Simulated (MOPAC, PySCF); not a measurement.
H₃AlO₃, SMILES `[OH][Al]([OH])[OH]`, neutral singlet in the gas phase. 

Cartesian coordinates (Å):
SMILES: [OH][Al]([OH])[OH]
```xyz
7

O     -0.8002     1.4916    -0.2678
Al     0.0000     0.0000    -0.2493
O     -0.8747    -1.4266     0.0065
O      1.6748    -0.0650    -0.4866
H     -0.3472     2.3240    -0.4086
H     -1.8225    -1.4386     0.1454
H      2.1698    -0.8853    -0.4843
```
Charge 0, multiplicity 1.

All levels are single points at this geometry (B3LYP-D3(BJ)/def2-TZVP); Pople sets use spherical d functions. Orbital energies aren't observables, and empty levels follow the basis.

```tsv
level	HOMO (eV)	LUMO (eV)	gap (eV)	dipole (D)	vertical IE, Delta-SCF (eV)
B3LYP-D3(BJ)/def2-TZVP in PySCF	-8.73	-0.80	7.93	0.00	11.27
B3LYP/3-21G in PySCF	-7.49	-0.16	7.33	0.00	–
B3LYP/6-311+G** in PySCF	-8.88	-1.22	7.66	0.00	–
B3LYP/6-31G* in PySCF	-8.24	-0.50	7.75	0.00	10.94
B3LYP/LANL2DZ in PySCF	-8.56	-0.58	7.98	0.00	–
BP86/6-31G* in PySCF	-6.88	-0.99	5.89	0.00	–
M06-2X/6-31G* in PySCF	-10.36	0.48	10.83	0.00	–
SVWN5/6-31G* in PySCF	-6.92	-1.19	5.73	0.00	–
HF/3-21G in PySCF	-12.62	3.36	15.98	0.00	–
HF/6-31G* in PySCF	-13.21	2.75	15.96	0.00	10.54
HF/STO-3G in PySCF	-8.72	10.90	19.61	0.00	–
AM1 in MOPAC	-11.89	0.63	12.52	0.00	–
PM7 in MOPAC	-12.30	2.49	14.79	0.00	–
```
